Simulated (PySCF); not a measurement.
Screening by computed properties: pick the candidate that meets the target.

Species are written as SMILES; each is one conformer at its optimised geometry, gas phase, non-relativistic unless stated. Electronic properties by PySCF.

The conformers computed, where there is a choice (atom-mapped SMILES and torsion angles):
- `[CH:1]#[C:2][CH2:3][SiH2:4][c:5]1[cH:6][cH:7][cH:8][cH:9][n:10]1`: C2–C3–Si4–C5 180°, C3–Si4–C5–C6 180°
- `[PH2:1][SiH2:2]/[N:3]=[CH:4]\[n:5]1[cH:6][cH:7][cH:8][cH:9]1`: P1–Si2–N3–C4 74°, N3–C4–N5–C6 172°, H–P1–Si2–N3 63°, H–P1–Si2–N3 156°
- `[CH2:1]=[C:2]([SiH2:3][F:4])[S:5][CH3:6]`: C1–C2–Si3–F4 1°, C1–C2–S5–C6 0°
- `[CH:1]#[C:2][SiH2:3][O:4][CH2:5][S:6]([CH3:7])(=[O:8])=[O:9]`: C2–Si3–O4–C5 85°, Si3–O4–C5–S6 -39°, O4–C5–S6–C7 -69°

Question: Wanted: HOMO energy below -7.6 eV (PBE0/pcSseg-1) and smallest rotational constant above 0.5 GHz (GFN2-xTB), at GFN2-xTB geometries. Which candidate meets both?
A. `C#CC[SiH2]c1ccccn1`
B. `C=C([SiH2]F)SC`
C. `P[SiH2]/N=C\n1cccc1`
D. `C#C[SiH2]OCS(C)(=O)=O`

Answer: D. Computed values:
| species | HOMO energy | smallest rotational constant |
| --- | --- | --- |
| C#C[SiH2]OCS(C)(=O)=O | -8.06 eV | 0.812 GHz |
| C#CC[SiH2]c1ccccn1 | -7.15 eV | 0.470 GHz |
| P[SiH2]/N=C\n1cccc1 | -6.78 eV | 0.565 GHz |
| C=C([SiH2]F)SC | -6.50 eV | 1.005 GHz |
